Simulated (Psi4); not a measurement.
Interaction energy of CH4 ··· C2H3N (SMILES C and CC#N). Monomers: optimised at B3LYP-D3(BJ) (def2-TZVP), held rigid. Orientation: lowest of the rigid-body minima from ten starts at GFN2-xTB. R is the distance of the centres of mass, along which the second monomer moves.

- PBE/def2-TZVP, counterpoise-corrected (Psi4)
- PBE-D3(BJ)/def2-TZVP, counterpoise-corrected (Psi4)
- SAPT0/jun-cc-pVDZ, frozen core (Psi4)

Interaction energies in kcal/mol; the last columns give the difference from SAPT0:

```tsv
R / Å	PBE/def2-TZVP	PBE-D3(BJ)/def2-TZVP	SAPT0/jun-cc-pVDZ	PBE/def2-TZVP − SAPT0/jun-cc-pVDZ	PBE-D3(BJ)/def2-TZVP − SAPT0/jun-cc-pVDZ
3.11	2.55	1.11	2.29	0.26	-1.19
3.28	0.95	-0.33	0.69	0.26	-1.02
3.47	0.04	-1.06	-0.19	0.23	-0.87
3.70	-0.40	-1.30	-0.57	0.17	-0.73
3.86	-0.49	-1.27	-0.63	0.13	-0.64
4.10	-0.49	-1.10	-0.58	0.08	-0.52
4.38	-0.41	-0.86	-0.46	0.05	-0.39
4.71	-0.29	-0.60	-0.33	0.04	-0.26
5.19	-0.16	-0.34	-0.20	0.04	-0.14
5.91	-0.06	-0.15	-0.10	0.03	-0.05
6.87	-0.02	-0.06	-0.04	0.02	-0.01
8.17	-0.01	-0.02	-0.02	0.01	0.00
```

PBE/def2-TZVP is furthest from SAPT0/jun-cc-pVDZ at 3.28 (0.26 kcal/mol, above); its mean absolute difference over the points is 0.11 kcal/mol.

PBE-D3(BJ)/def2-TZVP is furthest from SAPT0/jun-cc-pVDZ at 3.11 (-1.19 kcal/mol, below); its mean absolute difference over the points is 0.49 kcal/mol.
